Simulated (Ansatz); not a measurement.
A structure relaxed at PBE-D4/def2-SVP in Ansatz, charge 0, singlet:

Cartesian coordinates in Å:
```
Rb 0.2657 -0.4600 -3.0564
Rb 2.4257 -0.1691 0.9122
Pb -2.5046 -2.0580 0.4459
Pb -1.0966 2.2293 1.2872
Br 1.0762 2.5370 2.9322
Br -0.2120 -2.9622 -0.7262
Br -2.8111 0.1899 -1.1425
Br 3.2723 -0.9637 -2.0824
Br -0.9857 -0.5464 2.3430
Br 0.5700 2.2031 -0.9130
```

Q: Give its formula.

A: the cluster Rb₂Pb₂Br₆.

Q: Summarise the bond lengths by kind (pairs closer than 1.2 times the sum of covalent radii, bridged metal pairs left out).

A: 8 × Br–Rb 3.20 to 3.72 Å; 6 × Br–Pb 2.73 to 2.97 Å.

In the def2 sets Pb, Rb take a core potential; there is no spin–orbit coupling. Another isomer (singlet) lies 0.23 eV lower at PBE0-D4/def2-SVP; other spin states weren't run for this one.
